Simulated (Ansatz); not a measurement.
Start from `[OH][InH][Br]` and change one atom or group to get `[OH][In]([Br])[Br]`.

Ansatz, PBE0-D4/def2-TZVP geometries, multiplicity 1. Each molecule was computed in one conformer, which needn't be the lowest.

Elements past krypton have def2 core potentials. Scalar relativity is left out up to krypton.

```
                                                                                  property  `[OH][InH][Br]`
                                            size of the dipole moment (PBE/def2-TZVPP) / D             3.18
ideal-gas entropy at 298 K and 1 bar (rigid rotor, harmonic PBE0-D4/def2-TZVP) / J/(mol·K)              326
                                                       HOMO energy (B3LYP/def2-TZVPP) / eV            -7.90
                                                        LUMO energy (PBE0/def2-TZVPP) / eV            -1.55
                                                       HOMO–LUMO gap (PBE/def2-TZVPP) / eV             4.55
                                                     LUMO energy (ωB97M-V/def2-TZVPP) / eV            -0.05
```

Q: Give the same properties after the change, and the shifts. (Best estimate.)

A: The calculation gave: 
| property | `[OH][In]([Br])[Br]` | shift |
| --- | --- | --- |
| size of the dipole moment (PBE/def2-TZVPP) / D | 1.13 | -2.05 |
| ideal-gas entropy at 298 K and 1 bar (rigid rotor, harmonic PBE0-D4/def2-TZVP) / J/(mol·K) | 375 | 49 |
| HOMO energy (B3LYP/def2-TZVPP) / eV | -8.42 | -0.52 |
| LUMO energy (PBE0/def2-TZVPP) / eV | -2.63 | -1.08 |
| HOMO–LUMO gap (PBE/def2-TZVPP) / eV | 3.92 | -0.63 |
| LUMO energy (ωB97M-V/def2-TZVPP) / eV | -0.73 | -0.68 |

With PBE0 the HOMO falls by 0.54 eV and the LUMO falls by 1.08 eV, so the gap narrows by about 0.54 eV. PBE moves the HOMO by -0.51 eV and ωB97M-V by -0.52 eV. Dipoles are sizes alone; their direction can turn.

B3LYP here is the variant with VWN-RPA as its local correlation; programs differ in this.

Spin–orbit coupling is left out; it splits and shifts lone-pair levels of the heavy atoms by tenths of an eV.
